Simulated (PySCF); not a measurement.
# Nuclear quadrupole coupling in `[SiH3]O/C=C\C1CC1`

Species: C₅H₁₀OSi.
Cartesian coordinates in Å at the PBE0-D3(BJ)/def2-SVP level; atoms count from 1:
```
atom  x, y, z in Å
Si1    3.1264    0.5088   -0.5641
O2     1.5523    0.0156   -0.2800
C3     1.1747   -1.0167    0.5178
C4    -0.0650   -1.1344    1.0050
C5    -1.1565   -0.1740    0.7732
C6    -2.1757    0.0867    1.8551
C7    -2.5764   -0.6625    0.6264
H8     3.0487    1.5132   -1.6559
H9     3.9602   -0.6619   -0.9764
H10    3.7265    1.1176    0.6613
H11    1.9418   -1.7732    0.7290
H12   -0.2769   -2.0168    1.6169
H13   -0.8720    0.6826    0.1566
H14   -2.0727   -0.4717    2.7899
H15   -2.5308    1.1125    1.9840
H16   -2.7506   -1.7389    0.7114
H17   -3.2126   -0.1630   -0.1089
```

Field gradients from the PBE0/pcSseg-1 density (PySCF, non-relativistic), principal values in atomic units, ordered |Vxx| ≤ |Vyy| ≤ |Vzz|:

```
atom      Vxx      Vyy     Vzz
  O2  -0.5497  -1.0511  1.6007
```

**Question.** Find the asymmetry η = (Vxx − Vyy)/Vzz and the couplings χ = eQV/h (234.96 MHz × Q in barn × V in au), with Q(17O) = −0.0256 b.

**Answer.** 
```json
{"atom": "O2", "environment": "silyl ether oxygen", "nucleus": "17O", "η": "0.31", "χzz (MHz)": "-9.63", "χxx (MHz)": "3.31", "χyy (MHz)": "6.32"}
```

**Question.** What is Vzz at O2 in SI units (1 au = 9.71736 × 10²¹ V/m²)?

**Answer.** 1.6007 au = 15.555 × 10²¹ V/m².

**Question.** What couplings would deuterons (Q(2H) = 0.00286 b) have in place of the hydrogens, at this geometry?

**Answer.** 
```
atom  bonded to  bond length (Å)  Vzz (au)     η  χzz (kHz)
  H8        Si1            1.486    0.1421  0.03         95
  H9        Si1            1.495    0.1356  0.05         91
 H10        Si1            1.494    0.1362  0.04         92
 H11         C3            1.098    0.2907  0.14        195
 H12         C4            1.094    0.3034  0.11        204
 H13         C5            1.093    0.3007  0.09        202
 H14         C6            1.094    0.3054  0.08        205
 H15         C6            1.093    0.3073  0.08        206
 H16         C7            1.094    0.3055  0.08        205
 H17         C7            1.093    0.3072  0.08        206
```

Isolated species at its PBE0-D3(BJ)/def2-SVP geometry (one conformer only). With a basis this small, the couplings can be 20 % off.
